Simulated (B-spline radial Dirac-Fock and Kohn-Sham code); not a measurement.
How the settings move the core levels of Cr

ΔSCF core binding energies without Breit or QED terms, calculated with a radial finite-basis atomic code. Keys: rel is the Hamiltonian (dirac, or spin-free x2c and nr, where L3 and M5 stand for the whole 2p and 3d shells), method is hf or an exchange,correlation pair (spin-unpolarised, also for the hole states), nuc the nuclear model, radius_factor scales its radius, rmax is the box in bohr, h the logarithmic mesh step, order the B-spline order, points the quadrature points per cell, c_factor scales the speed of light, and damp, ndamp, maxit and tol steer the iteration. The run stops when the commutator error falls below 10·tol·max(1, Z/10), or the numerical noise floor, and the energy has settled to about 1e-8 Ha; the virial ratio is −V/T.

Base input:

```json
{"items": [{"Z": 24, "q": 0, "cfg": [[1, 0, 2], [2, 0, 2], [2, 1, 6], [3, 0, 2], [3, 1, 6], [3, 2, 5], [4, 0, 1]], "A": 52, "rrms": 3.6452, "do": "settings", "holes": ["K", "L3", "M5"],
  "settings": [{"rel": "dirac", "method": "hf", "nuc": "fermi", "radius_factor": 1.0, "rmax": 45.0, "h": 0.3, "order": 8, "points": 10, "c_factor": 1.0, "maxit": 60, "damp": 0.5, "ndamp": 3, "tol": 1e-08}]}]}
```

The ground state converged in 11 iterations, with total energy -1049.59610 Ha, virial ratio 1.98767 and highest orbital energy -5.74 eV. ΔSCF binding energies: K (1s) 6004.0 eV, L3 (2p3/2) 581.8 eV. Holes are computed only in closed shells, and unreliable hole states are left out.

Changes from the base run:

| changed setting | Δ total energy (Ha) | Δ K (eV) | Δ L3 (eV) | iterations |
| --- | --- | --- | --- | --- |
| damp = 0.0 | 0.00000 | 0.00 | 0.00 | 14 |
| rmax = 30.0 | 0.00000 | 0.00 | 0.00 | 11 |
| rel = "x2c" | +0.13607 | -2.55 | +2.78 | 12 |
| nuc = "sphere"; radius_factor = 0.8; damp = 0.0 | -0.00097 | +0.01 | 0.00 | 14 |
| c_factor = 0.9 | -1.54286 | +11.18 | -0.32 | 11 |
| nuc = "sphere"; h = 0.22; c_factor = 0.9 | -1.54286 | +11.18 | -0.32 | 11 |
| radius_factor = 0.8 | -0.00098 | +0.01 | 0.00 | 11 |
| nuc = "sphere"; rmax = 25.0; tol = 1e-06 | 0.00000 | 0.00 | 0.00 | 10 |
| radius_factor = 1.2 | +0.00118 | -0.01 | 0.00 | 11 |
| rel = "nr"; order = 9; damp = 0.0 | +6.45435 | -46.77 | +1.35 | 14 |
|  | 0.00000 | 0.00 | 0.00 | 11 |
| rmax = 25.0 | 0.00000 | 0.00 | 0.00 | 11 |
| damp = 0.0 | 0.00000 | 0.00 | 0.00 | 14 |
| rel = "nr" | ? | ? | ? | ? |
| method = "pbesol" | +0.13074 | +8.90 | -0.40 | 11 |

Q: What does the change rel = "nr" do?

A: The total energy moves by +6.45435 Ha and the binding energies by K -46.77 eV, L3 +1.35 eV; the run takes 12 iterations.
